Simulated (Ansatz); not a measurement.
A structure relaxed at PBE-D4/def2-SVP in Ansatz, charge 0, singlet:

Cartesian coordinates in Å:
```
Si -1.130 0.927 -2.469
Si -1.529 -1.098 -1.337
Si 2.359 -0.992 -1.631
Si 0.507 -2.188 -0.811
Si -2.739 -0.590 0.618
Si 0.722 -2.535 1.506
Si 0.279 2.274 -1.150
Si 2.390 1.241 -0.887
Si -0.707 2.681 0.949
Si -1.383 0.707 2.039
Si 0.501 -0.540 2.737
H -0.478 0.664 -3.805
H -2.440 1.637 -2.711
H -2.349 -2.015 -2.214
H 2.302 -0.988 -3.139
H 3.630 -1.688 -1.208
H 0.493 -3.542 -1.484
H -3.985 0.180 0.254
H -3.152 -1.857 1.326
H -0.357 -3.490 1.954
H 2.062 -3.165 1.794
H 0.482 3.606 -1.834
H 3.415 2.006 -1.687
H 2.810 1.283 0.560
H -1.914 3.568 0.755
H 0.281 3.414 1.823
H -2.175 1.101 3.265
H 1.753 0.285 2.587
H 0.350 -0.884 4.198
```

Q: Give its formula and point group.

A: Si11H18, a cluster cut from hexagonal silicon. Point group Cs (tolerance 0.1 Å).

Q: Summarise the bond lengths by kind (pairs closer than 1.2 times the sum of covalent radii, bridged metal pairs left out).

A: 13 × Si–Si 2.35 to 2.37 Å; 18 × H–Si 1.51 Å.
